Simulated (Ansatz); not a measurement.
Computed with Ansatz on PBE0-D4/def2-TZVP structures; ΔE is electronic, products minus reactants. CBS: MP2 limit from def2 TZ/QZ plus the TZ coupled-cluster correction, frozen cores. This one scheme is used for every species. Functionals use def2-TZVPP. HSE06 is defined as in plane-wave codes. Each species was taken in one conformer, which may not be the lowest.

Reaction (formal hydrolysis of the Si–Si bond): `B[SiH2][SiH2]O` + H₂O → `B[SiH2]O` + `O[SiH3]`

```json
{"level": "r2SCANh", "ΔE (kJ/mol)": "-72.2"}
{"level": "HSE06", "ΔE (kJ/mol)": "-62.7"}
```

Q: What does CCSD(T)/CBS give? (An estimate is asked.)

A: The calculation gave: -74.8 kJ/mol. The listed levels differ from it by 2.6, 12.1 kJ/mol.

Q: What do rigid-rotor, harmonic-oscillator terms from PBE0-D4/def2-TZVP frequencies (298.15 K, 1 bar) make of the CCSD(T)/CBS value? (Estimate.)

A: Computed: ΔZPE = -2.0 kJ/mol, ΔH = -80.5 kJ/mol, ΔS = 5 J/(mol·K), ΔG = -82.1 kJ/mol. Modes under 50 cm⁻¹ make the entropy rough.

Largest T1 diagnostic among the species: 0.014.

The D4 term adds +7.0 kJ/mol with B3LYP and +4.1 kJ/mol with PBE0; it sums over pairs of atoms, weighted by their polarisabilities, and B3LYP, whose exchange is more repulsive, gets the larger term. From PBE to PBE0 (25 % exact exchange), in def2-TZVPP and without D4, ΔE moves by −8.3 kJ/mol. Leaving LDA and LC-ωPBE aside and taking each functional with its dispersion term where it has one, the values, not all of them listed here, spread over 36.3 kJ/mol, from BHLYP-D4 to revPBE-D4.

B3LYP here is the variant with VWN-RPA as its local correlation; programs differ in this.
